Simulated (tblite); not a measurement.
A geometry optimisation, step by step.

C4H10GeSSi2.
Numbering: `[SiH3:1][Si@@H:2]([GeH3:3])[c:4]1[cH:5][cH:6][cH:7][s:8]1` (hydrogens: H9, H10, H11 on Si1; H12 on Si2; H13, H14, H15 on Ge3; H16 on C5; H17 on C6; H18 on C7)

Computed with GFN2-xTB (tblite), gas phase: L-BFGS steps from a force-field or distance-geometry start until the largest atomic force falls under 0.01 eV/Å. 6 of its 126 geometries are shown.

Step 0: E = -605.0679 eV, largest atomic force 2.602 eV/Å
```
atom  x, y, z in Å  |  force x, y, z in eV/Å
Si1    -2.333   -1.186   -0.432   -0.915  -1.019  -0.024
Si2    -1.025    0.615   -0.543    0.065   0.925  -0.098
Ge3    -1.344    1.907    1.352   -0.006   0.226  -0.057
C4      0.733    0.067   -0.606    0.864  -0.717   2.014
C5      1.463   -0.467    0.467   -0.445   0.358  -0.626
C6      2.754   -0.851    0.091    0.716  -0.191  -0.279
C7      3.046   -0.638   -1.253    0.235  -0.622   2.059
S8      1.689    0.026   -1.977   -0.103   0.648  -2.518
H9     -2.124   -2.017   -1.624   -0.145  -0.101   0.142
H10    -2.014   -1.959    0.779   -0.140  -0.063  -0.120
H11    -3.749   -0.753   -0.371    0.239  -0.227   0.006
H12    -1.342    1.390   -1.734    0.115   0.215  -0.249
H13    -0.431    3.153    1.296   -0.465  -0.331   0.392
H14    -2.830    2.363    1.402    0.734  -0.068   0.269
H15    -1.020    1.083    2.611   -0.208   0.561  -0.229
H16     1.071   -0.572    1.475    0.089   0.083  -0.349
H17     3.469   -1.275    0.793   -0.201   0.121  -0.263
H18     3.979   -0.879   -1.740   -0.429   0.203  -0.069
```

Step 25: E = -605.5198 eV, largest atomic force 0.033 eV/Å
```
atom  x, y, z in Å  |  force x, y, z in eV/Å
Si1    -2.394   -1.267   -0.473   -0.014  -0.021  -0.005
Si2    -1.021    0.613   -0.580   -0.031  -0.002  -0.004
Ge3    -1.313    1.957    1.327   -0.001   0.010   0.002
C4      0.772    0.065   -0.597   -0.014  -0.008   0.003
C5      1.484   -0.448    0.447    0.012  -0.004  -0.006
C6      2.787   -0.858    0.098    0.011   0.003   0.006
C7      3.056   -0.656   -1.218   -0.004   0.008   0.007
S8      1.720    0.035   -2.049    0.003  -0.015   0.021
H9     -2.246   -2.170   -1.617    0.002   0.013  -0.001
H10    -2.089   -2.050    0.731   -0.019   0.004  -0.019
H11    -3.806   -0.882   -0.395    0.019  -0.005  -0.001
H12    -1.195    1.448   -1.778   -0.006   0.010  -0.013
H13    -0.510    3.215    1.483    0.012   0.003  -0.008
H14    -2.726    2.435    1.509   -0.001   0.001   0.000
H15    -1.052    1.239    2.620   -0.001   0.003   0.022
H16     1.075   -0.524    1.441    0.033  -0.001  -0.005
H17     3.489   -1.282    0.794    0.018   0.003  -0.002
H18     3.961   -0.865   -1.755   -0.020   0.000   0.004
```

Step 50: E = -605.5269 eV, largest atomic force 0.019 eV/Å
```
atom  x, y, z in Å  |  force x, y, z in eV/Å
Si1    -2.435   -1.294   -0.516   -0.010  -0.011  -0.001
Si2    -1.037    0.567   -0.519    0.000   0.019   0.000
Ge3    -1.305    1.963    1.357    0.003  -0.002  -0.016
C4      0.756    0.015   -0.543    0.002   0.011  -0.003
C5      1.526   -0.435    0.489    0.004   0.008   0.004
C6      2.828   -0.818    0.103    0.002  -0.003   0.002
C7      3.037   -0.660   -1.229   -0.003  -0.010  -0.004
S8      1.648   -0.043   -2.029    0.001  -0.005  -0.013
H9     -2.245   -2.129   -1.704   -0.007  -0.005  -0.002
H10    -2.195   -2.148    0.652   -0.002   0.004  -0.004
H11    -3.844   -0.894   -0.475    0.005   0.000  -0.002
H12    -1.182    1.410   -1.719   -0.014   0.001   0.006
H13    -0.461    3.202    1.428    0.003   0.002   0.008
H14    -2.701    2.496    1.514    0.000  -0.004  -0.002
H15    -1.058    1.318    2.690    0.003  -0.012   0.007
H16     1.165   -0.485    1.503    0.003   0.005   0.009
H17     3.571   -1.193    0.783    0.006   0.002   0.009
H18     3.923   -0.864   -1.797    0.003  -0.001   0.004
```

Step 75: E = -605.5345 eV, largest atomic force 0.042 eV/Å
```
atom  x, y, z in Å  |  force x, y, z in eV/Å
Si1    -2.483   -1.295   -0.589    0.022   0.011   0.012
Si2    -1.047    0.538   -0.520    0.027   0.009   0.004
Ge3    -1.269    1.875    1.403   -0.015   0.022  -0.015
C4      0.754    0.017   -0.550    0.002  -0.037  -0.012
C5      1.574   -0.259    0.504    0.038   0.016   0.005
C6      2.861   -0.695    0.125    0.009  -0.034   0.012
C7      3.009   -0.758   -1.223   -0.004   0.012  -0.015
S8      1.580   -0.277   -2.047   -0.025  -0.025  -0.011
H9     -2.307   -2.114   -1.790   -0.005   0.018   0.006
H10    -2.276   -2.176    0.565   -0.022  -0.007   0.004
H11    -3.875   -0.835   -0.556    0.009  -0.031   0.002
H12    -1.211    1.406   -1.699   -0.004   0.042  -0.001
H13    -0.384    3.081    1.520    0.007   0.001  -0.007
H14    -2.645    2.454    1.553   -0.027   0.013   0.018
H15    -1.062    1.197    2.727   -0.009  -0.029  -0.011
H16     1.270   -0.144    1.532   -0.036   0.009  -0.011
H17     3.634   -0.955    0.825    0.035   0.001   0.009
H18     3.869   -1.052   -1.791   -0.003   0.009   0.012
```

Step 100: E = -605.5478 eV, largest atomic force 0.018 eV/Å
```
atom  x, y, z in Å  |  force x, y, z in eV/Å
Si1    -2.534   -1.269   -0.678    0.010   0.007   0.002
Si2    -1.053    0.521   -0.516    0.001  -0.011  -0.004
Ge3    -1.258    1.760    1.472   -0.005   0.008   0.002
C4      0.738   -0.038   -0.545    0.004   0.013   0.003
C5      1.654    0.010    0.465   -0.003  -0.016   0.006
C6      2.921   -0.500    0.113    0.001  -0.006  -0.002
C7      2.958   -0.940   -1.171    0.000   0.013  -0.013
S8      1.448   -0.736   -1.966   -0.005  -0.009   0.001
H9     -2.344   -2.031   -1.913    0.008  -0.007  -0.006
H10    -2.393   -2.206    0.440    0.005  -0.002   0.003
H11    -3.918   -0.789   -0.667   -0.003   0.003   0.003
H12    -1.190    1.456   -1.650    0.003   0.009   0.009
H13    -0.287    2.884    1.697   -0.003  -0.004   0.005
H14    -2.589    2.427    1.657   -0.009   0.000  -0.007
H15    -1.127    0.955    2.735   -0.003   0.004   0.003
H16     1.419    0.401    1.442    0.008   0.015  -0.004
H17     3.763   -0.531    0.781   -0.005  -0.011  -0.001
H18     3.782   -1.368   -1.708   -0.003  -0.004   0.001
```

Step 125: E = -605.5503 eV, largest atomic force 0.009 eV/Å
```
atom  x, y, z in Å  |  force x, y, z in eV/Å
Si1    -2.499   -1.264   -0.683    0.000   0.001  -0.002
Si2    -1.043    0.543   -0.499    0.000   0.003   0.005
Ge3    -1.291    1.761    1.495    0.001   0.004   0.004
C4      0.747   -0.018   -0.538    0.003  -0.001  -0.008
C5      1.685    0.043    0.450    0.000  -0.003  -0.004
C6      2.932   -0.508    0.089    0.000   0.000  -0.003
C7      2.932   -0.991   -1.180   -0.003  -0.002   0.008
S8      1.410   -0.780   -1.950   -0.005  -0.002   0.003
H9     -2.287   -2.023   -1.917    0.004   0.002  -0.003
H10    -2.350   -2.202    0.434    0.001  -0.001   0.004
H11    -3.891   -0.804   -0.678   -0.001  -0.003  -0.001
H12    -1.182    1.499   -1.614    0.000  -0.004  -0.006
H13    -0.329    2.884    1.758   -0.001   0.003   0.006
H14    -2.628    2.430    1.621   -0.002   0.003   0.004
H15    -1.214    0.959    2.764    0.002  -0.001  -0.008
H16     1.481    0.479    1.415    0.002   0.000   0.003
H17     3.787   -0.540    0.740   -0.004  -0.001   0.002
H18     3.732   -1.460   -1.717    0.004   0.003  -0.004
```

Task: Summarise the path.

Result: The energy falls by 11.12 kcal/mol from step 0 to step 125; nine tenths of that is first reached at step 11. It rises by more than 0.2 meV at step 73. The largest force goes from 2.602 to 0.009 eV/Å. Among the bonds Si1–Si2 changes most, from 2.229 to 2.328 Å; the atoms move by 0.519 Å rms after alignment.

The cost below is that of the whole relaxation. Hardware: an Arm Neoverse V2 with one thread, shared host with 96 logical CPUs at a one-minute load of 40. Cost: 1.2 s wall.
